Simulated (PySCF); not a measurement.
# Partial charges of `CO[SiH](OC)O[SiH3]`

C2H10O3Si2.
Z-matrix (Å and degrees, GFN2-xTB geometry), rows numbered from 1:
```
C 
O   1  1.4012
Si  2  1.6076  1  130.40
O   3  1.6224  2  108.70  1   -54.14
C   4  1.3994  3  127.28  2   171.10
O   3  1.6242  2  114.20  1    67.55
Si  6  1.6147  3  156.30  2   -59.18
H   1  1.0918  2  110.48  3    66.95
H   1  1.0929  2  110.91  3   -54.05
H   1  1.0909  2  107.57  3  -173.62
H   3  1.4448  2  102.86  1  -178.24
H   5  1.0928  4  110.95  3   -43.94
H   5  1.0924  4  110.27  3    76.59
H   5  1.0909  4  107.90  3  -164.00
H   7  1.4622  6  107.40  3    94.06
H   7  1.4670  6  109.87  3   -26.25
H   7  1.4620  6  104.22  3  -145.44
```

Density: PBE0/pcSseg-1 (PySCF); schemes: Mulliken, IAO, Hirshfeld and ESP-fitted. Geometry: GFN2-xTB, one conformer, isolated molecule.

Q: Which atoms carry the highest charge in the Mulliken, IAO, Hirshfeld and ESP-fitted schemes?

A: All schemes agree: Mulliken Si3 (+1.202); IAO Si3 (+1.478); Hirshfeld Si3 (+0.498); ESP-fitted Si3 (+0.800).

Q: For which atoms does the sign change between the 4 schemes (beyond +0.03 e in one, beyond −0.03 e in another)?

A: For none.

Q: Tabulate the Mulliken, IAO, Hirshfeld and ESP-fitted charges.

A: In e:

| atom | environment | Mulliken | IAO | Hirshfeld | ESP-fitted |
| --- | --- | --- | --- | --- | --- |
| C1 | methoxy carbon | -0.010 | -0.196 | -0.029 | -0.028 |
| O2 | silyl ether oxygen | -0.628 | -0.641 | -0.229 | -0.435 |
| Si3 | oxygen-bound silicon | +1.202 | +1.478 | +0.498 | +0.800 |
| O4 | silyl ether oxygen | -0.638 | -0.650 | -0.235 | -0.330 |
| C5 | methoxy carbon | -0.013 | -0.192 | -0.031 | -0.241 |
| O6 | siloxane oxygen | -0.730 | -0.891 | -0.305 | -0.428 |
| Si7 | oxygen-bound silicon | +0.708 | +0.885 | +0.391 | +0.557 |
| H8 | methyl hydrogen | +0.110 | +0.140 | +0.045 | +0.066 |
| H9 | methyl hydrogen | +0.097 | +0.126 | +0.041 | +0.071 |
| H10 | methyl hydrogen | +0.118 | +0.154 | +0.050 | +0.090 |
| H11 | Si–H hydrogen | -0.176 | -0.185 | -0.086 | -0.146 |
| H12 | methyl hydrogen | +0.099 | +0.126 | +0.040 | +0.116 |
| H13 | methyl hydrogen | +0.104 | +0.135 | +0.044 | +0.121 |
| H14 | methyl hydrogen | +0.118 | +0.153 | +0.050 | +0.133 |
| H15 | Si–H hydrogen | -0.115 | -0.144 | -0.079 | -0.109 |
| H16 | Si–H hydrogen | -0.126 | -0.154 | -0.084 | -0.114 |
| H17 | Si–H hydrogen | -0.120 | -0.143 | -0.081 | -0.123 |

Mean size of the charges over all atoms: IAO 0.376 e, Mulliken 0.301 e, ESP-fitted 0.230 e, Hirshfeld 0.136 e. Each set sums to the total charge, 0, to within 0.001 e. The IAO scheme projects the occupied orbitals on a minimal set of polarised atomic orbitals and counts the electrons in each atom's part of it.

Q: How many electrons does the Hirshfeld scheme count on C1?

A: Z − q = 6 − (-0.029) = 6.029.

Q: How closely do the schemes follow one another over all atoms?

A: Correlation coefficient and root-mean-square difference: Mulliken with IAO 0.99, 0.111 e; IAO with Hirshfeld 0.99, 0.345 e; Mulliken with Hirshfeld 0.99, 0.259 e; IAO with ESP-fitted 0.98, 0.240 e; Hirshfeld with ESP-fitted 0.98, 0.123 e; Mulliken with ESP-fitted 0.97, 0.165 e.

Q: Sum the charges by element.

A: 
```tsv
element	atoms	Mulliken	IAO	Hirshfeld	ESP-fitted
C	2	-0.023	-0.388	-0.060	-0.269
O	3	-1.996	-2.183	-0.768	-1.192
Si	2	+1.910	+2.363	+0.888	+1.358
H	10	+0.109	+0.207	-0.060	+0.103
```
